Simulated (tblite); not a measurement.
Isomers of C3H8F2O2Si2. All values are computed: GFN2-xTB (tblite) harmonic vibrations without scaling, gas phase. Against measured fundamentals such values can be off by several per cent, at times by over 20. Modes of hydrogen on silicon can be 10 to 20 % off. One conformer each.

Electronic energies: GFN2-xTB at the same geometries; isomer energies are rough at this level and their order can be wrong.

```json
{"SMILES": "C=C(O[SiH2][SiH3])OC(F)F", "electronic energy, lowest = 0 (kJ/mol)": "189.8"}
{"SMILES": "C=CO[Si@@](O)([SiH3])C(F)F", "electronic energy, lowest = 0 (kJ/mol)": "151.8"}
{"SMILES": "C=C(O[SiH3])O[C@H](F)[SiH2]F", "electronic energy, lowest = 0 (kJ/mol)": "0.0"}
```

Task: How do GFN2-xTB zero-point energies change the relative energies?

Result: 
```tsv
SMILES	ZPE (kJ/mol)	of it from modes above 1550 cm⁻¹	electronic (kJ/mol)	with ZPE, lowest = 0 (kJ/mol)	lowest mode (cm⁻¹)	rings
C=C(O[SiH3])O[C@H](F)[SiH2]F	269.3	134.9	0.0	0.0	26	0
C=CO[Si@@](O)([SiH3])C(F)F	275.0	145.4	151.8	157.6	24	0
C=C(O[SiH2][SiH3])OC(F)F	267.8	132.1	189.8	188.3	29	0
```

The zero-point energies span 7.2 kJ/mol, from `C=C(O[SiH2][SiH3])OC(F)F` to `C=CO[Si@@](O)([SiH3])C(F)F`. The order is unchanged.
